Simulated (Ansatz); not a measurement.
One change: `BN1C[SiH2]1` becomes `CN1C[SiH2]1`.

Ansatz, PBE0-D4/def2-TZVP geometries, multiplicity 1. 

```
                                          property  `BN1C[SiH2]1`
                HOMO energy (PBE0/def2-TZVPP) / eV          -8.04
size of the dipole moment (ωB97M-V/def2-TZVPP) / D           2.27
           HOMO–LUMO gap (ωB97M-V/def2-TZVPP) / eV          11.62
    size of the dipole moment (PBE/def2-TZVPP) / D           2.22
               HOMO energy (B3LYP/def2-TZVPP) / eV          -7.79
                 HOMO energy (PBE/def2-TZVPP) / eV          -6.81
```

Task: Give the same properties after the change, and the shifts. (Estimate.)

Result: Computed: 
```tsv
property	`CN1C[SiH2]1`	shift
HOMO energy (PBE0/def2-TZVPP) / eV	-6.38	1.66
size of the dipole moment (ωB97M-V/def2-TZVPP) / D	0.76	-1.51
HOMO–LUMO gap (ωB97M-V/def2-TZVPP) / eV	10.22	-1.40
size of the dipole moment (PBE/def2-TZVPP) / D	0.63	-1.59
HOMO energy (B3LYP/def2-TZVPP) / eV	-6.16	1.63
HOMO energy (PBE/def2-TZVPP) / eV	-5.13	1.68
```

With PBE0 the HOMO rises by 1.66 eV and the LUMO rises by 0.31 eV, so the gap narrows by about 1.35 eV. PBE moves the HOMO by 1.68 eV and ωB97M-V by 1.69 eV. The zero-point energy changes by 42.0 kJ/mol with +3 modes. Dipoles are sizes alone; their direction can turn.

B3LYP here is the variant with VWN-RPA as its local correlation; programs differ in this.
